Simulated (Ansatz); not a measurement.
Species: C₅H₉ (charge 0, doublet). It need not be the lowest isomer of its formula. SMILES: [CH]1CCCC1
Structure (B3LYP-D3(BJ)/def2-TZVP (Ansatz, a program for electronic structure) minimum search):
```
C
H 1 1.0904
H 1 1.0933 2 107.53
C 1 1.5360 2 113.01 3 -121.17
H 4 1.0904 1 113.01 2 77.18
H 4 1.0933 5 107.53 1 121.17
C 1 1.5420 2 113.09 3 120.96
H 7 1.0947 1 112.85 2 -84.71
H 7 1.1012 8 105.72 1 -120.62
C 7 1.4934 8 113.29 9 -122.01
H 10 1.0809 7 124.19 8 46.08
C 10 1.4934 11 124.19 7 -180.00
H 12 1.0947 10 113.29 11 46.08
H 12 1.1012 13 105.72 10 122.01
```
Charge 0, spin multiplicity 2.

Atomisation energy built up term by term with Ansatz (kcal/mol; UHF references for open shells; valence terms freeze the core; atomic spin-orbit terms are left out). CBS marks a two-point X^-3 extrapolation of the correlation energy; Hartree-Fock from the larger set.

| term | basis | kcal/mol |
|---|---|---|
| Hartree-Fock | cc-pVQZ | 1035.67 |
| CCSD correlation | CBS(cc-pVTZ,cc-pVQZ) | 303.84 |
| (T) | CBS(cc-pVTZ,cc-pVQZ) | 18.00 |
| core correlation | cc-pwCVTZ | 5.57 |
| scalar relativity (X2C) | cc-pVTZ-DK against cc-pVTZ | -0.94 |
| sum: De |  | 1362.1 |

(T) makes 1.3 % of the CCSD(T) atomisation energy; under 5 % is typical of single-reference molecules.
